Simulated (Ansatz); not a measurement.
Program: Ansatz. Geometries: PBE0-D4/def2-TZVP. ΔE: electronic, gas phase. CBS: MP2 limit from def2 TZ/QZ plus the TZ coupled-cluster correction, frozen cores. DFT in def2-TZVPP. B3LYP here is the variant with VWN-RPA as its local correlation; programs differ in this. def2 core potentials past Kr. For I outer-core shells are correlated without core-valence functions, which leaves a few kJ/mol of doubt a bond. Each species was taken in one conformer, which may not be the lowest.

Consider the formal exchange of groups at the Si–C bond: `NC(=O)[SiH](F)Cl` + `OC(O)I` → `F[SiH](Cl)I` + `NC(=O)C(O)O`.

```csv
level,ΔE (kcal/mol)
PBE-D4,-29.6
B3LYP-D4,-30.2
ωB97M-V,-33.6
B3LYP,-30.2
MP2/def2-TZVPP,-33.3
MP2/def2-QZVPP,-33.5
SCS-MP2/def2-QZVPP,-32.5
MP2/CBS(def2),-33.6
```

Problem. What does CCSD(T)/CBS give? (Best estimate.)

Solution. Ansatz gave: -32.8 kcal/mol. The listed levels differ from it by 3.2, 2.6, -0.8, 2.6, -0.5, -0.7, 0.3, -0.8 kcal/mol.

Largest T1 diagnostic among the species: 0.014.

From PBE to PBE0 (25 % exact exchange), in def2-TZVPP and without D4, ΔE moves by −3.7 kcal/mol. In def2-TZVPP, CCSD(T) changes the Hartree–Fock value by +4.0 kcal/mol (the triples alone add +1.0 kcal/mol) and MP2 by +3.2 kcal/mol.
